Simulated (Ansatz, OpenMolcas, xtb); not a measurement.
**SnSiH6 (SMILES [SiH3][SnH3]): methods side by side**

The species is SnSiH6 (8 atoms), meant as a singlet with charge 0. SMILES: `[SiH3][SnH3]`. Geometry: relaxed at PBE0-D4/def2-TZVP.

Each level gives the HOMO–LUMO gap (eV). The values are calculated.

```
                               level                    kind     program  value (eV)   CPU time
                            GFN0-xTB          semi-empirical         xtb        5.00  under 2 s
       HF/def2-SVPD (core potential)            Hartree–Fock  OpenMolcas       12.26       30 s
    SVWN5/def2-SVPD (core potential)                     LDA  OpenMolcas        5.91       34 s
      PBE/def2-SVPD (core potential)                     GGA  OpenMolcas        6.00       44 s
    M06-L/def2-SVPD (core potential)                meta-GGA  OpenMolcas        6.82       92 s
   r2SCAN/def2-SVPD (core potential)                meta-GGA      Ansatz        6.70       14 s
    B3LYP/def2-SVPD (core potential)           global hybrid  OpenMolcas        7.33       73 s
CAM-B3LYP/def2-SVPD (core potential)  range-separated hybrid      Ansatz        9.75       12 s
   B2PLYP/def2-SVPD (core potential)           double hybrid      Ansatz        9.50       15 s
```

The values span 5.00 to 12.26 eV. Orbital gaps aren't excitation energies, and those of double hybrids come from the SCF part alone; they tend to grow with the share of exact exchange. Times are those of the runs behind each value, whatever else they computed, on shared processors of several kinds: orders of magnitude only.
